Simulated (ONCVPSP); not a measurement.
# PBE ONCV dataset for K (Z = 19), scalar-relativistic all-electron reference.

The input file (ONCVPSP 4.0.1):

```
# ATOM AND REFERENCE CONFIGURATION
# atsym  z   nc   nv     iexc    psfile
  K 19.00    3    2        4      upf
#
#   n    l    f
    1    0    2.00
    2    0    2.00
    2    1    6.00
    3    0    2.00
    3    1    6.00
#
# PSEUDOPOTENTIAL AND OPTIMIZATION
# lmax
    3
#
#   l,   rc,      ep,       ncon, nbas, qcut
    0    1.45    0.00    4    8    9.80
    1    1.90    0.00    4    9    7.70
    2    2.00    0.28    4    7    5.70
    3    1.95    0.41    4    8    5.70
#
# LOCAL POTENTIAL
# lloc, lpopt,  rc(5),   dvloc0
    3    5    1.95    0.00
#
# VANDERBILT-KLEINMAN-BYLANDER PROJECTORs
# l, nproj, debl
    0    2    2.20
    1    2    2.90
    2    2    1.20
    3    0    2.80
#
# MODEL CORE CHARGE
# icmod, fcfact, rcfact
    2    0.15    0.75
#
# LOG DERIVATIVE ANALYSIS
# epsh1, epsh2, depsh
   -3.00    5.00    0.02
#
# OUTPUT GRID
# rlmax, drl
    6.00    0.01
#
# TEST CONFIGURATIONS
# ncnf
    4
# nvcnf
#   n    l    f
    3
    3    0    2.00
    3    1    6.00
    4    0    1.00
#
    3
    3    0    2.00
    3    1    6.00
    4    0    0.50
#
    3
    3    0    2.00
    3    1    6.00
    4    1    1.00
#
    3
    3    0    2.00
    3    1    6.00
    3    2    1.00
#
```

Command:

```bash
oncvpsp.x < K.dat > K.out
```

The program printed (shortened: citation, most of the input echo, consistency checks and plot data are left out):

```
ONCVPSP  (Optimized Norm-Conservinng Vanderbilt PSeudopotential)
scalar-relativistic version 4.0.1

test_data: rc < rc(lloc) for l = 0.  Not allowed.
test_data: rc < rc(lloc) for l = 1.  Not allowed.
ERROR: test_data found   2 ERROR; stopping
```

The run stopped because the input breaks a rule of the program: no channel may have a smaller radius than the local channel.

The run took about 0.01 s on one core of a shared server CPU.
